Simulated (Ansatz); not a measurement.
`C[N](C)[Mg][F]` + H₂ → `[F][MgH]` + `CNC` at 700 K and 1 bar (hydrogenolysis of a Mg–N bond).

Computed with Ansatz on PBE0-D4/def2-TZVP structures; ΔE is electronic, products minus reactants. CCSD(T)/CBS adds triple-zeta CCSD(T) − MP2 to the extrapolated MP2 energy (def2 sets, frozen cores). This one scheme is used for every species. For Mg outer-core shells are correlated without core-valence functions, which leaves a few kJ/mol of doubt a bond. Each species was taken in one conformer, which may not be the lowest.

```tsv
species	CCSD(T)/CBS energy (Eh)	H − E (kJ/mol)	S (J/(mol·K))
`C[N](C)[Mg][F]`	-434.17400	294.0	457.3
H₂	-1.17544	46.8	155.3
`[F][MgH]`	-300.33731	49.9	271.5
`CNC`	-135.00321	296.9	352.4
```

H − E and S are ideal-gas, rigid-rotor, harmonic terms from PBE0-D4/def2-TZVP, for one conformer and one mirror image of each species. The MP2-based limit puts H₂ 0.8 mEh under its directly extrapolated value; such offsets cancel only in part. 1 Eh = 2625.50 kJ/mol, R = 8.31446 J/(mol·K).

**Question.** By hand: ΔE, ΔH, ΔS and ΔG.

**Answer.** ΔE = (-300.33731) + (-135.00321) − (-434.17400) − (-1.17544) = 0.00892 Eh = 23.4 kJ/mol. Δ(H − E) = 49.9 + 296.9 − 294.0 − 46.8 = 6.0, so ΔH = 29.4 kJ/mol. ΔS = 271.5 + 352.4 − 457.3 − 155.3 = 11.3 J/(mol·K). ΔG = 29.4 − 700 × (11.3)/1000 = 21.5 kJ/mol.

**Question.** By hand: the equilibrium constant, and the temperature at which ΔG would vanish if ΔH and ΔS stayed fixed.

**Answer.** log₁₀ K = −ΔG/(RT ln 10) = -1.6. ΔG = 0 at ΔH/ΔS = 2602 K, far beyond where these terms or the molecules hold.

The number of gas molecules stays the same, so ΔS is small and ΔH decides. A doubt of 5 kJ/mol in ΔE shifts log₁₀ K by 0.4 here. Other conformers and mirror images would add mixing entropy, several J/(mol·K) or more a flexible species. These are equilibria of isolated gas molecules and say nothing of rates. Largest T1 diagnostic: 0.011 (customary marks: 0.02 for closed shells, 0.045 for open ones).
